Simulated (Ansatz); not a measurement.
Molecule: C$_{5}$H$_{9}$O, charge 0, multiplicity 2. It need not be the lowest isomer of its formula. 
Structure (B3LYP-D3(BJ)/def2-TZVP (Ansatz, a quantum-chemistry and plane-wave program) minimum search):
SMILES: C(CC[C]=O)C
```xyz
15

C     -2.7925    -0.2900    -0.3229
C     -1.3812    -0.6093    -0.8083
C     -0.3010     0.0348     0.0572
C      1.1098    -0.2894    -0.4351
C      2.2218     0.3236     0.3862
O      2.1375     1.0087     1.3426
H     -2.9455    -0.6449     0.6988
H     -3.5465    -0.7605    -0.9561
H     -2.9753     0.7869    -0.3294
H     -1.2350    -1.6943    -0.8225
H     -1.2646    -0.2725    -1.8436
H     -0.4049    -0.2998     1.0926
H     -0.4345     1.1196     0.0733
H      1.2968    -1.3677    -0.4506
H      1.2674     0.0452    -1.4652
```
Charge 0, spin multiplicity 2.

Quantity: atomisation energy (electronic, to ground-state atoms), in kcal/mol. Cores are frozen in the correlated levels unless marked. UHF or UKS for open shells. Spin-orbit coupling is left out. Non-relativistic. The coupled-cluster limit lacks core correlation, which all-electron functionals hold. CBS marks a two-point X^-3 extrapolation of the correlation energy; Hartree-Fock from the larger set. [CCSD(T)-MP2]/basis is that difference in the basis named.

```json
[
 {"level": "HF/6-31G", "program": "Ansatz", "atomisation energy (kcal/mol)": "1020.1"},
 {"level": "revPBE-D3(BJ)/def2-TZVPD", "program": "Ansatz + dftd3", "atomisation energy (kcal/mol)": "1465.1"},
 {"level": "LC-wPBE/def2-TZVPD", "program": "Ansatz", "atomisation energy (kcal/mol)": "1467.9"},
 {"level": "B2PLYP-D4/def2-TZVPD", "program": "Ansatz + dftd4", "atomisation energy (kcal/mol)": "1453.5"},
 {"level": "RPA@PBE/cc-pVQZ", "program": "Ansatz", "atomisation energy (kcal/mol)": "1386.1"},
 {"level": "CCSD(T)/cc-pwCVTZ", "program": "Ansatz", "atomisation energy (kcal/mol)": "1431.7"},
 {"level": "RI-MP2/CBS(cc-pVTZ,cc-pVQZ)+[CCSD(T)-MP2]/cc-pVTZ", "program": "Ansatz", "atomisation energy (kcal/mol)": "1464.1"}
]
```
